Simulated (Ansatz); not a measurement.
A nudged elastic band was laid between two geometries of a periodic cell of 17 atoms, Al$_{16}$Si (surface Al(111), adsorbate Si).

Level of theory: DFT PBE-D3(BJ), scalar-relativistic, plane waves, PAW (Ansatz 0.2.0). Settings: PAW set soft_1, cutoff 420 eV, k mesh 3x3x1, gaussian smearing 0.05 eV, no spin polarisation.

```
movable images  : 7
climbing image  : yes
spring          : 5.0 eV/Å²
optimiser       : quadratic models (default)
start path      : IDPP
force threshold : 0.05 eV/Å
iteration limit : 33
end points      : relaxed
atoms held      : 1 to 4
```

First end point:

```xyz
17
Lattice="5.7276 0.0000 0.0000 2.8638 4.9602 0.0000 0.0000 0.0000 20.0148" Properties=species:S:1:pos:R:3
Al 0.000 0.000 1.000
Al 2.864 0.000 1.000
Al 1.432 2.480 1.000
Al 4.296 2.480 1.000
Al 1.431 0.828 3.301
Al 4.294 0.823 3.277
Al 2.866 3.306 3.282
Al 5.730 3.310 3.277
Al -0.016 1.663 5.529
Al 2.865 1.660 5.533
Al 1.425 4.137 5.525
Al 4.291 4.129 5.532
Al -0.063 -0.033 7.870
Al 2.915 -0.029 7.874
Al 1.429 2.552 7.870
Al 4.293 2.482 7.864
Si 1.421 0.834 9.592
```

Last end point:

Only the atoms that move by more than 0.05 Å are listed.
```
Al13 0.051 -0.029 7.874
Al14 2.801 -0.033 7.870
Al15 1.429 2.482 7.864
Al16 4.293 2.552 7.870
Si17 4.284 0.834 9.592
```

Task: Which bonds break or form, and what moves?

Result: Contacts lost: Al15–Si17. Contacts made: Al16–Si17. The atom that moves furthest is Si17, by 2.86 Å.

Task: Give the energies along the band, and the barrier.

Result: The run converged. The highest image is number 6 of 0 to 8, 0.092 eV above the ends, which have the same energy within 2 meV. The profile has 2 maxima (images 2, 6) with wells between them (image 4): this band takes more than one step, which may be the mechanism or a detour left from its start path. By the program's own check the climbing image is a first-order saddle point (lowest curvatures found: -0.43 and 0.10 eV/Å²). Limits of this set-up: coarse k mesh, thin slab, slab without dipole correction.

```
image  path coordinate (Å)  energy (eV)  Al15–Si17 (Å)  Al16–Si17 (Å)
    0                 0.00        0.000           2.43           3.72
    1                 0.49        0.043           2.40           3.23
    2                 0.99        0.092           2.39           2.74
    3                 1.48        0.061           2.41           2.50
    4                 1.98        0.035           2.44           2.44
    5                 2.47        0.058           2.50           2.42
    6                 2.97        0.092           2.72           2.39
    7                 3.47        0.046           3.20           2.40
    8                 3.97        0.000           3.72           2.43
```

Task: What is the geometry of the highest image?

Result: 
```xyz
17
Lattice="5.7276 0.0000 0.0000 2.8638 4.9602 0.0000 0.0000 0.0000 20.0148" Properties=species:S:1:pos:R:3
Al 0.000 0.000 1.000
Al 2.864 0.000 1.000
Al 1.432 2.480 1.000
Al 4.296 2.480 1.000
Al 1.466 0.833 3.269
Al 4.306 0.817 3.299
Al 2.872 3.268 3.269
Al 5.699 3.319 3.279
Al 0.070 1.595 5.543
Al 2.887 1.633 5.506
Al 1.512 4.094 5.543
Al 4.327 4.110 5.489
Al -0.079 0.037 7.976
Al 2.868 -0.190 7.749
Al 1.612 2.366 7.972
Al 4.451 2.557 7.745
Si 3.541 1.255 9.534
```

Run time: 15 min on 1 thread of Arm Neoverse V2, with other jobs on the host, peak memory 0.98 GiB.
